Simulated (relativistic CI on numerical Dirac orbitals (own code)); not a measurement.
## Ti³⁺ in a cubic cluster: 2p photoemission with charge transfer

Computed with a charge-transfer multiplet model of a cubic metal-ligand cluster with up to 2 ligand holes, Slater and spin-orbit integrals from Dirac-Coulomb-Breit ions, Slater integrals scaled by 0.8. The ground state mixes d1 with configurations of k ligand holes L, whose averages lie at kΔ + k(k − 1)U_dd/2; a core hole lowers each added d electron by U_cd. 300 K, Lorentzian 0.6 eV and Gaussian 0.8 eV FWHM.

Atomic integrals in eV (Slater integrals scaled, ζ unscaled), ground: F2dd 6.578, F4dd 4.090, zeta_d 0.017; with the core hole: F2dd 6.578, F4dd 4.090, zeta_d 0.032, zeta_core 3.741, F2cd 5.066, G1cd 3.785, G3cd 2.149. Where a configuration has fewer than two d electrons, the dd integrals are those of d2.

Cluster parameters (eV): Δ = 3.2, U_cd = 6.4, 10Dq = 1.3, 10Dq(ligand) = 0.2, V(eg) = 1.65, V(t2g) = -0.72, final-state hopping factor = 1.

| Case | n_d | d1 | d2L | d3L2 | S |
| --- | --- | --- | --- | --- | --- |
| U_dd = 3.4 eV | 1.47 | 0.58 | 0.37 | 0.05 | 0.50 |
| U_dd = 4.8 eV | 1.45 | 0.59 | 0.37 | 0.04 | 0.50 |
| U_dd = 5.5 eV | 1.44 | 0.60 | 0.37 | 0.04 | 0.50 |

Weights, n_d and S are thermal averages at 300 K. Binding energies count from the first peak over 30 % of the highest in each spectrum, which can be another peak from case to case. The parameters are a model scan and need not match a compound or its usual spin state. Peaks in eV (height, largest 100):
- U_dd = 3.4 eV: 0.0 (100), 6.6 (60), 13.9 (23)
- U_dd = 4.8 eV: 0.0 (100), 6.5 (57), 7.7 (49), 14.0 (19)
- U_dd = 5.5 eV: 0.0 (100), 6.5 (55), 7.9 (46), 14.1 (18)

For the case U_dd = 5.5 eV, Δ = 3.2 eV is smaller than U_dd = 5.5 eV, the charge-transfer side of the Zaanen-Sawatzky-Allen scheme. With the core hole the average of the configuration with one ligand hole lies at Δ − U_cd = -3.2 eV before mixing: the effective hopping of about 3.5 eV (from the holes of the mixed ground state) is comparable with this gap or larger, so the configurations mix strongly.

With at most 2 ligand holes the space is cut while the next configuration still counts, so covalency is underestimated, and a final configuration with one more ligand hole, which can lie low, is missing from the spectra.
